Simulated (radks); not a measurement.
Q: Spherical quantum dot in the effective-mass picture: electrons in a hard-walled sphere of radius 3.52, all in effective atomic units (hartree* = m*/eps^2 hartree, bohr* = eps/m* bohr), one dielectric constant everywhere. Calculated with a radial shooting solver with Libxc functionals: non-relativistic Kohn-Sham, LDA (Slater exchange, Perdew-Wang correlation), spin-polarised, spherical densities. Levels are named by radial order and angular momentum (1s, 1p, 1d, 2s, ...), and open shells are averaged over m. Results are scaled to m* = 0.364 and eps = 8.8, for which hartree* = 127.9 meV and bohr* = 1.279 nm. At N = 7 the configuration is 1s2 1p(up 3, down 2). Does electron 8 go into 1p down or 1d up or 1d down?

A: Into 1p down. The total energies of the other choices lie higher by 52.2 meV (1d up), 55.3 meV (1d down).
